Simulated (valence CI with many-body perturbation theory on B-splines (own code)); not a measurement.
## Questions on Ar12+

Calculated by relativistic CI+MBPT: four valence electrons over a frozen Dirac-Fock core [He], a basis of 9 s, 9 p, 8 d, 6 f, 3 g, 1 h functions for each j, with the one-electron correlation potential Σ1 (screened to all orders), the two-electron term Σ2, the three-electron term Σ3, Breit, model QED; selected single and double excitations, second order for the rest, scaled by the run's own slope (own B-spline code, finite nucleus).

No measured spectrum was set against this ion. As an estimate, levels of excited configurations hold to 0.05 to 0.15 % of their energy, terms of the ground configuration to about 0.5 %. Among the levels kept, up to 330 cm⁻¹ of a level comes from second order outside the variational space, and about a tenth of that is noise between levels of different J, which matters for small intervals.

Rates and lifetimes use the calculated energies. Strong lines usually hold to 10 to 20 %, long lifetimes can be off by a factor of two.

Problem. What is the ground level?

Solution. 2s²2p² ³P_0, composition 97 % 2s²2p² ³P + 2 % 2s²2p² ¹S.

Problem. What are the static dipole polarisabilities of the lowest levels?

Solution. 2s²2p² ³P_0 0.0474; 2s²2p² ³P_1 0.0479 (tensor 0.0020); 2s²2p² ³P_2 0.0478 (tensor -0.0036); 2s²2p² ¹D_2 0.0430 (tensor 0.011) bohr³, of which the core gives 9.14e-05.

Problem. Among levels below 3425.0 × 10³ cm⁻¹, which E1 lines absorb most strongly from the ground level?

Solution. to 2s²2p3d ³D°_1 at 2.930 nm, f = 1.17; to 2s2p³ ³D°_1 at 23.62 nm, f = 0.0738; to 2s2p³ ³S°_1 at 15.90 nm, f = 0.0656.

Problem. Name the longest-lived excited levels whose lifetime is computed, and their main decay.

Solution. 2s²2p² ³P_1 at 9.85 × 10³ cm⁻¹ lives 58.8 ms, mostly by M1 to 2s²2p² ³P_0; 2s²2p² ³P_2 at 21.84 × 10³ cm⁻¹ lives 44.0 ms, mostly by M1 to 2s²2p² ³P_1; 2s²2p² ¹D_2 at 85.22 × 10³ cm⁻¹ lives 2.35 ms, mostly by M1 to 2s²2p² ³P_2.

Problem. Where does the other parity begin?

Solution. At 2s2p³ ⁵S°_2, 227.26 × 10³ cm⁻¹.
